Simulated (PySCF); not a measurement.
**Assigning NMR signals**

Geometry:
```tsv
atom	x (Å)	y (Å)	z (Å)
F1	2.664	0.159	1.550
C2	2.895	0.360	0.253
F3	4.201	0.248	0.049
F4	2.547	1.626	-0.004
S5	2.040	-0.828	-0.806
B6	0.291	-0.427	-0.402
N7	-0.212	0.629	0.380
C8	-1.661	0.570	0.443
C9	-2.049	-0.663	-0.415
N10	-0.785	-1.204	-0.879
H11	0.282	1.400	0.800
H12	-2.021	0.458	1.481
H13	-2.124	1.489	0.042
H14	-2.613	-1.398	0.187
H15	-2.704	-0.369	-1.255
H16	-0.769	-2.056	-1.416
```

- geometry: PBE0-D3(BJ)/def2-SVP
- shielding tensors at KT2/pcSseg-1 (GIAO)
- run in PySCF
- relativity neglected, averaged over atoms made equivalent by symmetry, fast rotation or ring inversion, no solvent model, one conformer

Scale: 13C (σref 183.22), 1H (σref 31.18) against TMS (reference shieldings calculated alike).

Task: Assign these signals to the numbered atoms. 13C{1H} NMR (computed): δ 139.4, 48.5.

Result: 
| δ (ppm) | atoms | environment | reason |
| --- | --- | --- | --- |
| 139.4 | C2 | CF3 carbon | 3 electronegative neighbours deshield it |
| 48.5 | C8/C9 | sp3 CH2 bonded to N | pulled downfield by the heteroatom |

Task: Assign these signals to the numbered atoms. 1H NMR (400 MHz, computed): δ 3.69 (s, 4H), 2.13 (br s, 2H).

Result: 
| δ (ppm) | atoms | environment | reason |
| --- | --- | --- | --- |
| 3.69 | H12/H13/H14/H15 | hydrogen on an sp3 CH2 bonded to N | its carbon carries N, which withdraws density |
| 2.13 | H11/H16 | hydrogen on a nitrogen bonded to C, B, in a 5-membered ring | exchangeable, gas-phase position |

OH/NH shifts are gas-phase values; hydrogen bonding in solution moves them, usually downfield. Splittings by 19F in the carbon and heteronuclear signals aren't shown, as no couplings were computed. Shifts are as computed. Against solution values, carbons near 30 ppm lie about +2 ppm off and those near 130 ppm about -5 ppm. Of 1309 compounds with measured shifts, 239 miss one by over three times the rms of a fit or turn the order of signals round; such compounds aren't used in these exercises.
